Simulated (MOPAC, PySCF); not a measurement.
C$_{5}$H$_{12}$O$_{3}$Sn, SMILES `C=[CH][Sn]([O]C)([O]C)[O]C`, neutral singlet in the gas phase. In the def2 sets core potentials replace the inner electrons of Sn.

Cartesian coordinates (Å):
```xyz
21

C     -1.8574    -0.9378     2.6350
C     -1.5918     0.2472     2.0798
Sn    -0.1875     0.3476     0.5106
O     -0.7806     1.0047    -1.2646
C     -1.6808     0.2664    -2.0418
O      1.3500     1.5238     0.8757
C      2.1679     2.0013    -0.1605
O      0.3764    -1.5359     0.2530
C      1.4707    -1.8707    -0.5513
H     -1.3612    -1.8564     2.3038
H     -2.5832    -1.0334     3.4513
H     -2.0884     1.1614     2.4201
H     -1.7593     0.7411    -3.0346
H     -1.3608    -0.7816    -2.1989
H     -2.7004     0.2393    -1.6095
H      2.7088     2.8911     0.2044
H      1.5983     2.2954    -1.0603
H      2.9262     1.2561    -0.4696
H      2.4303    -1.4963    -0.1454
H      1.3776    -1.4929    -1.5884
H      1.5455    -2.9702    -0.6089
```
Charge 0, multiplicity 1.

All levels are single points at this geometry (PBE0-D3(BJ)/def2-SVP); Pople sets use spherical d functions. Orbital energies aren't observables, and empty levels follow the basis.

```
level                                  HOMO (eV)  LUMO (eV)  gap (eV)  dipole (D)  vertical IE, Delta-SCF (eV)
-------------------------------------  ---------  ---------  --------  ----------  ---------------------------
CAM-B3LYP-D3(BJ)/def2-SVP in PySCF         -8.81       0.41      9.22        1.41                         9.51
PBE-D3(BJ)/def2-SVP in PySCF               -5.78      -1.78      4.00        1.32                            –
PBE0-D3(BJ)/def2-SVP in PySCF              -7.41      -0.81      6.60        1.42                         9.13
B3LYP/6-31G* (LANL2DZ on Sn) in PySCF      -7.02      -0.78      6.23        1.47                         8.96
PBE/6-31G* (LANL2DZ on Sn) in PySCF        -5.65      -1.60      4.05        1.41                            –
AM1 in MOPAC                               -9.82      -0.52      9.30        1.52                            –
PM3 in MOPAC                              -10.55      -1.19      9.37        1.20                            –
PM6 in MOPAC                              -10.15      -0.35      9.80        1.56                            –
PM7 in MOPAC                               -9.81       0.65     10.46        1.53                            –
```
